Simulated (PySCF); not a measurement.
```xyz
3
charge 0 multiplicity 3, angstrom
Ru   -0.2917   -0.0214   -0.4721
H     0.9013    0.0660   -1.4616
Cl    0.8246    0.0604    1.4183
```

Level of theory: PySCF, UPBE0, basis Ru def2-TZVP with ECP28, H def2-TZVP, Cl def2-TZVP (scalar-relativistic core potentials, no spin–orbit coupling, density fitting).

This geometry of RuHCl is a stationary point at this level.

**Question.** What is the point group?

**Answer.** Cs.

**Question.** Is it a minimum?

**Answer.** Yes: all harmonic wavenumbers are real.

**Question.** Which band is strongest in the infrared?

**Answer.** 2150 cm⁻¹ (a'), 82 km/mol.

**Question.** What are the dipole moment and the gap between the highest occupied and lowest empty levels of either spin?

**Answer.** 3.92 D and 3.35 eV.

**Question.** What is the atomisation energy, with and without zero-point energy?

**Answer.** 590 kJ/mol without, 571 kJ/mol with.

Only a few start shapes were tried, so a lower isomer may exist. Other spin states or occupations of the open shell can lie lower. At this level a quintet minimum of Cs symmetry lies 11 kJ/mol below this structure.
